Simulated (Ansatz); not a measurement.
Cl₆Pt (SMILES [Cl][Pt-2]([Cl])([Cl])([Cl])([Cl])[Cl]), charge -2, singlet, at a GFN2-xTB geometry (such geometries of metal compounds can be far from the true shape) (core potentials on Pt) (a gas-phase anion, which may not be bound at this level); HF/def2-SV(P) in Ansatz (a program for electronic structure).

Input for Ansatz:
Ansatz 0.2 input:
```yaml
crystal:
  periodic: [false, false, false]
  atoms:
    - {symbol: Pt, position_ang: [-0.00000000, 0.00000000, 0.00000000]}
    - {symbol: Cl, position_ang: [2.07992728, 0.86249713, -0.73590801]}
    - {symbol: Cl, position_ang: [0.74376821, 0.12252287, 2.24574183]}
    - {symbol: Cl, position_ang: [-0.74376821, -0.12252287, -2.24574183]}
    - {symbol: Cl, position_ang: [-2.07992728, -0.86249713, 0.73590801]}
    - {symbol: Cl, position_ang: [-0.85572820, 2.20287227, 0.16322500]}
    - {symbol: Cl, position_ang: [0.85572820, -2.20287227, -0.16322500]}
basis:
  gaussian:
    orbitals: def2-SV_P_.json
    point_charges:
      - {charge: 0.5, position_ang: [1.8519, 4.9878, -0.7190]}
hamiltonian:
  xc: hf
total_charge: -2
```
The basis file holds def2-SV(P) in the JSON format of the Basis Set Exchange.

The log (banner, timings and long lists left out):

```
Functional definition: HF
1287 factors; integrals over basis functions are off by at most 1.8e-4 eV
mean field evaluation 1: about -78217.3950 eV, gradient 6.2e1 eV
mean field evaluation 2: about -78217.4954 eV, gradient 6.2e1 eV
mean field evaluation 4: about -78226.0435 eV, gradient 4.3e0 eV
mean field evaluation 8: about -78226.1121 eV, gradient 1.1e-1 eV
mean field evaluation 16: about -78180.2512 eV, gradient 1.1e2 eV
mean field evaluation 32: about -78218.6946 eV, gradient 7.0e0 eV
mean field -78226.11212181 eV, -2874.7565969134 hartree, gradient 2.2e-5 eV, S^2 0.000000; 0 other end points of the search recorded, 0 dependent functions left out
reference -78226.11212181 eV, -2874.7565969134 hartree; 61, 61 occupied and 72, 72 virtual orbitals, 1287 factors
Total energy: -78226.11212181 eV, -2874.7565969134 hartree
```
